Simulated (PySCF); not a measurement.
Gas-phase reaction: 6 F + 3 GaH ⇌ 2 GaF₃ + GaH₃

Computed with PySCF and rigid-rotor harmonic-oscillator thermochemistry at 1 bar. † marks an energy on the PBE0/def2-TZVP geometry and frequencies; other levels use their own. CCSD(T) freezes the core. 6-31G* has spherical d functions here. Open shells (unrestricted): F (multiplicity 2); the rest are closed-shell singlets. Spin-orbit splitting is ignored; it lowers the true energy and changes the entropy of F. B3LYP is the form with VWN-RPA correlation. Ga: all electrons, no relativistic terms. GaH, GaH₃: computed as isolated molecules; such fragments, hydroxides, amides, oligomers or adducts are transient or little studied in the gas. CCSD(T) isn't extrapolated to the basis-set limit.

CCSD(T)/def2-TZVPP† gives ΔH°(298 K) = -2722 kJ.

Q: What do B3LYP/6-31G*, B3LYP/def2-TZVP†, PBE/def2-SVP give?

A: B3LYP/6-31G*: -2618 kJ; B3LYP/def2-TZVP†: -2635 kJ; PBE/def2-SVP: -2831 kJ. For scale, ΔH°(298 K) is -2722 kJ at this level, -2710 kJ at ωB97M-V/def2-TZVP†, and runs from -3260 to -1901 kJ over the 20 levels computed.
